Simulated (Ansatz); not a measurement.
**Ligand exchange: C4H8Cl2 + CH7ClSi2 → C4H9Cl + CH6Cl2Si2**

Species: C4H8Cl2 (1,3-dichlorobutane) `CC(Cl)CCCl`, singlet; CH7ClSi2 `C[SiH2][SiH2]Cl`, singlet; C4H9Cl (1-chlorobutane) `CCCCCl`, singlet; CH6Cl2Si2 `C[SiH2][SiH](Cl)Cl`, singlet. The partners trade Cl for H: C–Cl and Si–H bonds give way to C–H and Si–Cl.

Shapes, held fixed at every level: PBE0-D4/def2-TZVP. Flexible molecules stand in one conformer, not always the lowest. Programs: Ansatz 0.2.0. Electronic energies: no zero-point or thermal term.

| level | kind | ΔE (kJ/mol) | less CCSD(T)/CBS estimate |
| --- | --- | --- | --- |
| HF/def2-TZVPP | Hartree–Fock | -152.7 | -3.3 |
| PBE-D4/def2-TZVPP | GGA | -148.2 | +1.2 |
| r2SCAN-D4/def2-TZVPP | meta-GGA | -152.8 | -3.4 |
| B3LYP-D4/def2-TZVPP | global hybrid | -151.5 | -2.1 |
| MP2/def2-TZVPP | perturbation theory | -152.0 | -2.6 |
| CCSD/def2-TZVPP | coupled cluster or CI | -148.1 | +1.3 |
| CCSD(T)/CBS estimate | coupled cluster or CI | -149.4 | 0.0 |

The highest level, CCSD(T)/CBS estimate, gives ΔE = -149.4 kJ/mol; the levels span -152.8 to -148.1. The column of differences is taken from that level and isn't an error. No measured value is set beside it here. The CBS estimate extrapolates MP2 from def2-TZVPP and def2-QZVPP and adds CCSD(T) − MP2 in the triple-zeta set, cores frozen.
